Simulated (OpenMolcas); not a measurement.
# Mo2+: CASPT2 settings compared

| Item | Value |
| --- | --- |
| Program | OpenMolcas |
| Basis | ANO-RCC-VDZ [6s5p3d] |
| Scalar Hamiltonian | DKH2, point nucleus |
| Active space | 4 electrons in 5 orbitals (4d) |
| State averaging | 2S+1 = 5 even, 5 roots; 2S+1 = 3 even, 35 roots kept (CI in the orbitals of an earlier block, 30 in the spin-orbit step); 2S+1 = 1 even, 28 roots kept (CI in the orbitals of an earlier block, 22 in the spin-orbit step) |
| Spin-orbit coupling | RASSI with atomic mean-field integrals over the reference wave functions, term energies averaged over their components |

Methods on the same reference wave functions:
A. CASSCF
B. SS-CASPT2, IPEA 0.3 Eh, real shift 0.05 Eh (closed shells correlated: 4s 4p)
C. SS-CASPT2, IPEA 0.6 Eh, sigma1 regulariser 0.05 Eh (closed shells correlated: 3d 4s 4p)
D. SS-CASPT2, IPEA 0.2 Eh, imaginary shift 0.15 Eh (closed shells correlated: 3d 4s 4p)

Energies in eV above 4d⁴ ⁵D₀, the measured ground level; measured values from Sugar and Musgrove, J. Phys. Chem. Ref. Data 17, 155 (1988).

| Level | A | B | C | D | Measured |
| --- | --- | --- | --- | --- | --- |
| 4d⁴ ⁵D₀ | 0.0000 | 0.0000 | 0.0000 | 0.0000 | 0.0000 |
| 4d⁴ ⁵D₁ | 0.0289 | 0.0310 | 0.0307 | 0.0312 | 0.0300 |
| 4d⁴ ⁵D₂ | 0.0822 | 0.0869 | 0.0861 | 0.0873 | 0.0829 |
| 4d⁴ ⁵D₃ | 0.1530 | 0.1588 | 0.1579 | 0.1593 | 0.1518 |
| 4d⁴ ⁵D₄ | 0.2340 | 0.2385 | 0.2378 | 0.2389 | 0.2321 |
| 4d⁴ ³H₅ | 1.9730 | 2.065 | 2.074 | 2.056 | 1.6460 |
| 4d⁴ ³P₀ | 1.9857 | 1.540 | 1.598 | 1.509 | 1.3823 |
| 4d⁴ ³H₆ | 2.0352 | 2.138 | 2.146 | 2.129 | 1.7124 |
| 4d⁴ ³P₁ | 2.1136 | 1.666 | 1.724 | 1.635 | 1.5511 |
| 4d⁴ ³F₃ | 2.2182 | 2.005 | 2.043 | 1.983 | 1.7294 |
| 4d⁴ ³F₂ | 2.2448 | 2.008 | 2.048 | 1.984 | 1.7269 |
| 4d⁴ ³F₄ [52 %] | 2.2502 | 2.069 | 2.098 | 2.053 |  |

Deviations, from unrounded energies. A percentage is the sum of absolute deviations over the sum of measured energies, with the sign that they share, or ± where signs differ.

| Against measurement | Levels | A | B | C | D |
| --- | --- | --- | --- | --- | --- |
| mean absolute deviation (cm-1) | 10 | 2300 | 1400 | 1500 | 1300 |
| fine structure of the ground term (%) | 4 | ±1.0 | +3.7 | +3.2 | +4.0 |
| other terms of the ground configuration (%) | 6 | +29.0 | +17.2 | +19.4 | +15.9 |

D lies closest to measurement on these levels and A furthest from it. The largest miss of D in the table is 4d⁴ ³H₆, by +3400 cm-1. The ranking rests on the paired levels alone, and a cruder setting can come out closer through cancelling errors.

Among B to D the level of the table that moves most is 4d⁴ ³P₁, by 720 cm-1 (lowest in D, highest in C). Moves below CASPT2's spread within the term are not significant.

From A to B the spin-free energies of the other terms of 4d⁴ shown, above ⁵D, scale by factors of 0.78 to 1.05.

The lowest spin-free term lies below A's lowest term by 0.100 hartree in B, 0.110 hartree in C, 0.115 hartree in D.

Term energies are means over components that CASPT2 splits; among the terms shown or strongly mixed into the levels shown the widest spread is 100 cm-1 (4d⁴ ³F, C). Some high roots are left out of the spin-orbit mixing, which shifts the levels that they would mix with. Levels of configurations with an s electron are missing; early in the row they begin among the upper levels of the d shell and mix with terms of their name. Terms from blocks run as CI alone lack orbitals of their own. Without dynamic correlation excited terms often stand tens of per cent too high (terms of higher spin than the ground term too low), and those without a measured partner can miss by more than the paired ones (holds for A). Some terms miss by over 15 % even with CASPT2, which points to a basis or an active space too small for the shells correlated (holds for B; C; D). Computed and measured levels are paired by configuration, term and J; levels that our copy of the source lacks, or whose pairing is in doubt (as where it misses far off the trend of its configuration), stay unpaired and out of the deviations. Levels of configurations outside the active space are missing. Levels that lie high or do not pair safely by name in every column are left out.

A share in square brackets marks a mixed level and gives the weight of the term that names it, the lowest over the columns.
